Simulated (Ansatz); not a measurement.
Computed with Ansatz on PBE0-D4/def2-TZVP structures; ΔE is electronic, products minus reactants. CCSD(T)/CBS is the MP2 limit (def2-TZVPP, def2-QZVPP) plus CCSD(T) − MP2 in def2-TZVPP, frozen cores. This one scheme is used for every species. DFT in def2-TZVPP. For Br, Ge outer-core shells are correlated without core-valence functions, which leaves a few kJ/mol of doubt a bond. Scalar relativity is left out up to krypton. Each species was taken in one conformer, which may not be the lowest.

Consider the redistribution: `C[N](C)[Ge]([F])([F])[F]` + `[AlH2][Br]` → `[F][Ge]([F])([F])[Br]` + `C[N](C)[AlH2]`.

CCSD(T)/CBS gives +37.0 kJ/mol.

Question: Another level gave +24.5 kJ/mol. Which?
A. CCSD/def2-TZVPP
B. BLYP-D4/def2-TZVPP
C. CAM-B3LYP-D4/def2-TZVPP
D. r2SCAN/def2-TZVPP

Answer: D. r2SCAN 24.5, CAM-B3LYP-D4 29.3, BLYP-D4 16.4, CCSD/def2-TZVPP 35.6 kJ/mol.

Largest T1 diagnostic among the species: 0.012.

From BLYP to BHLYP (50 % exact exchange), in def2-TZVPP and without D4, ΔE moves by +17.5 kJ/mol. In def2-TZVPP, CCSD(T) changes the Hartree–Fock value by −13.2 kJ/mol (the triples alone add −2.8 kJ/mol) and MP2 by −13.1 kJ/mol.
